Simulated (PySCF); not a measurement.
C4H5ClSi.
Numbering: `[Cl:1][C:2]1=[CH:3][SiH2:4][CH:5]=[CH:6]1` (hydrogens: H7 on C3; H8, H9 on Si4; H10 on C5; H11 on C6)

The same species was optimised twice, with GFN2-xTB and with PBE0-D3(BJ)/def2-SVP (PySCF), and the same property calculations (PySCF, gas phase) were run on both structures.

```csv
coordinate,GFN2-xTB,PBE0-D3(BJ)/def2-SVP,change
C2–C6 (Å),1.458,1.484,+0.026
C3–Si4 (Å),1.885,1.870,-0.015
Si4–C5 (Å),1.889,1.877,-0.012
C2=C3 (Å),1.336,1.347,+0.011
C5=C6 (Å),1.336,1.346,+0.010
Cl1–C2 (Å),1.729,1.730,+0.001
C3–Si4–C5 (°),89.2,92.9,+3.7
C2–C3–Si4 (°),108.3,105.6,-2.7
Si4–C5–C6 (°),109.5,106.9,-2.6
Cl1–C2–C6 (°),118.0,117.0,-1.0
C3–C2–C6 (°),117.6,118.6,+1.0
C2–C6–C5 (°),115.4,115.9,+0.5
Cl1–C2–C3 (°),124.4,124.4,0.0
```

Rotational constants: A = 6317, B = 1449, C = 1196 MHz (GFN2-xTB) against A = 6170, B = 1465, C = 1200 MHz (PBE0-D3(BJ)/def2-SVP). Point groups within 0.08 Å: Cs and Cs.

On the GFN2-xTB structure: lowest singlet, TDDFT (eV) 4.30 [PBE0/def2-SVPD]; lowest triplet, Tamm–Dancoff (eV) 2.61 [PBE0/def2-SVPD]; isotropic polarisability (au) 84.4 [PBE0/def2-SVPD]; HOMO (eV) -6.94 [PBE0/def2-SVPD]; LUMO (eV) -1.80 [PBE0/def2-SVPD]; dipole (D) 1.57 [PBE0/def2-SVPD]; HOMO (eV) -6.93 [PBE0/pcSseg-1]; LUMO (eV) -1.78 [PBE0/pcSseg-1]; dipole (D) 1.68 [PBE0/pcSseg-1]; GIAO shielding of Cl1 (ppm) 675.3 [PBE0/pcSseg-1]; GIAO shielding of C2 (ppm) 27.7 [PBE0/pcSseg-1]; GIAO shielding of C3 (ppm) 61.1 [PBE0/pcSseg-1]; GIAO shielding of Si4 (ppm) 393.3 [PBE0/pcSseg-1]; GIAO shielding of C5 (ppm) 49.9 [PBE0/pcSseg-1]; GIAO shielding of C6 (ppm) 28.0 [PBE0/pcSseg-1].

Question: What do these properties become on the PBE0-D3(BJ)/def2-SVP structure?

Answer: 
| property | level | on GFN2-xTB | on PBE0-D3(BJ)/def2-SVP | change |
| --- | --- | --- | --- | --- |
| lowest singlet, TDDFT (eV) | PBE0/def2-SVPD | 4.30 | 4.35 | +0.05 |
| lowest triplet, Tamm–Dancoff (eV) | PBE0/def2-SVPD | 2.61 | 2.66 | +0.05 |
| isotropic polarisability (au) | PBE0/def2-SVPD | 84.4 | 85.7 | +1.3 |
| HOMO (eV) | PBE0/def2-SVPD | -6.94 | -7.06 | -0.12 |
| LUMO (eV) | PBE0/def2-SVPD | -1.80 | -1.88 | -0.08 |
| dipole (D) | PBE0/def2-SVPD | 1.57 | 1.27 | -0.30 |
| energy, GFN2-xTB geometry as zero (kcal/mol) | PBE0/def2-SVPD | 0.0 | -1.9 | -1.9 |
| HOMO (eV) | PBE0/pcSseg-1 | -6.93 | -7.05 | -0.12 |
| LUMO (eV) | PBE0/pcSseg-1 | -1.78 | -1.87 | -0.09 |
| dipole (D) | PBE0/pcSseg-1 | 1.68 | 1.36 | -0.32 |
| energy, GFN2-xTB geometry as zero (kcal/mol) | PBE0/pcSseg-1 | 0.0 | -1.4 | -1.4 |
| GIAO shielding of Cl1 (ppm) | PBE0/pcSseg-1 | 675.3 | 660.6 | -14.7 |
| GIAO shielding of C2 (ppm) | PBE0/pcSseg-1 | 27.7 | 24.7 | -3.0 |
| GIAO shielding of C3 (ppm) | PBE0/pcSseg-1 | 61.1 | 60.4 | -0.7 |
| GIAO shielding of Si4 (ppm) | PBE0/pcSseg-1 | 393.3 | 391.3 | -2.0 |
| GIAO shielding of C5 (ppm) | PBE0/pcSseg-1 | 49.9 | 48.3 | -1.6 |
| GIAO shielding of C6 (ppm) | PBE0/pcSseg-1 | 28.0 | 23.6 | -4.4 |

The heavy atoms differ by 0.028 Å rms after alignment. Among bonds between heavy atoms C2–C6 changes most (+0.026 Å). Changes are differences of the printed values. Neither structure is proved a minimum here.
